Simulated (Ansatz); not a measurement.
`C#C[Si](Cl)(C#C)C#C` + H₂ → `C#C[SiH](C#C)C#C` + HCl at 700 K and 1 bar (hydrogenolysis of the Si–Cl bond).

Gas-phase electronic energies from Ansatz, PBE0-D4/def2-TZVP geometries. CCSD(T)/CBS is the MP2 limit (def2-TZVPP, def2-QZVPP) plus CCSD(T) − MP2 in def2-TZVPP, frozen cores. This one scheme is used for every species.

```
              species  CCSD(T)/CBS energy (Eh)  H − E (kJ/mol)  S (J/(mol·K))
`C#C[Si](Cl)(C#C)C#C`               -978.87265           259.0          551.6
                   H₂                 -1.17544            46.8          155.3
   `C#C[SiH](C#C)C#C`               -519.63731           268.5          510.8
                  HCl               -460.38127            38.4          211.8
```

H − E and S are ideal-gas, rigid-rotor, harmonic terms from PBE0-D4/def2-TZVP. The MP2-based limit puts H₂ 0.8 mEh under its directly extrapolated value; such offsets cancel only in part. 1 Eh = 2625.50 kJ/mol, R = 8.31446 J/(mol·K).

Problem. By hand: ΔE, ΔH, ΔS and ΔG.

Solution. ΔE = (-519.63731) + (-460.38127) − (-978.87265) − (-1.17544) = 0.02951 Eh = 77.5 kJ/mol. Δ(H − E) = 268.5 + 38.4 − 259.0 − 46.8 = 1.1, so ΔH = 78.6 kJ/mol. ΔS = 510.8 + 211.8 − 551.6 − 155.3 = 15.7 J/(mol·K). ΔG = 78.6 − 700 × (15.7)/1000 = 67.6 kJ/mol.

Problem. By hand: the equilibrium constant, and the temperature at which ΔG would vanish if ΔH and ΔS stayed fixed.

Solution. log₁₀ K = −ΔG/(RT ln 10) = -5.0. ΔG = 0 at ΔH/ΔS = 5006 K, far beyond where these terms or the molecules hold.

ΔH outweighs TΔS. A doubt of 5 kJ/mol in ΔE shifts log₁₀ K by 0.4 here. These are equilibria of isolated gas molecules and say nothing of rates. Largest T1 diagnostic: 0.014 (customary marks: 0.02 for closed shells, 0.045 for open ones).
